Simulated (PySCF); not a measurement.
C₇H₈.
Structure used (GFN2-xTB), in Å, numbered top down from 1:
```
atom  x, y, z in Å
C1     4.200    0.467   -0.339
C2     3.077    0.093   -0.118
C3     1.807   -0.323    0.128
C4     0.684   -0.700    0.359
C5    -0.674   -1.132    0.594
C6    -1.672   -0.351   -0.272
C7    -1.715    1.123    0.109
H8     5.179    0.790   -0.531
H9    -0.915   -0.992    1.653
H10   -0.748   -2.201    0.368
H11   -1.387   -0.451   -1.322
H12   -2.664   -0.791   -0.149
H13   -2.404    1.665   -0.535
H14   -2.045    1.242    1.139
H15   -0.728    1.569    0.011
```

The closed-shell SCF was solved with PySCF and density fitting under several settings on one GFN2-xTB geometry (grid level 2 and gas phase unless stated).

```json
{"settings": "PBE0/pcSseg-1", "basis functions": "159", "SCF cycles": "14", "E (Eh)": "-271.0624", "HOMO (eV)": "-7.16", "LUMO (eV)": "-0.45", "dipole (D)": "1.35"}
{"settings": "PBE0/def2-SVPD", "basis functions": "204", "SCF cycles": "14", "E (Eh)": "-270.9094", "HOMO (eV)": "-7.14", "LUMO (eV)": "-0.47", "dipole (D)": "1.37"}
```

**Question.** Estimate the rows for these settings: (1) OPBE/IGLO-II, energy threshold 1e-06 Eh; (2) PBE/MINI, start guess atom.

**Answer.** 
| settings | basis functions | SCF cycles | E (Eh) | HOMO (eV) | LUMO (eV) | dipole (D) |
| --- | --- | --- | --- | --- | --- | --- |
| OPBE/IGLO-II, energy threshold 1e-06 Eh | 202 | 9 | -271.3790 | -5.99 | -1.24 | 1.50 |
| PBE/MINI, start guess atom | 43 | 10 | -268.7985 | -8.66 | -3.74 | 1.31 |

**Question.** Over all rows, what range does the HOMO–LUMO gap span?

**Answer.** From 4.75 eV (OPBE/IGLO-II, energy threshold 1e-06 Eh) to 6.71 eV (PBE0/pcSseg-1). The functional of the narrowest has no exact exchange, that of the widest 25 % exact exchange.

**Question.** And the dipole moment?

**Answer.** From 1.31 D (PBE/MINI, start guess atom) to 1.50 D (OPBE/IGLO-II, energy threshold 1e-06 Eh); the largest is 1.15 times the smallest, and the median is 1.36 D.

**Question.** Compare two rows with the functional PBE0: PBE0/pcSseg-1 and PBE0/def2-SVPD. Which energy is lower, and by how much?

**Answer.** PBE0/pcSseg-1 (159 functions) lies 0.1530 Eh or 96 kcal/mol below PBE0/def2-SVPD (204 functions). The smaller set gives the lower energy; the two sets aren't nested, so the variational bound doesn't order them by size.

Cycle counts include a coarse-grid stage where the run had one.

One conformer stands for the species.
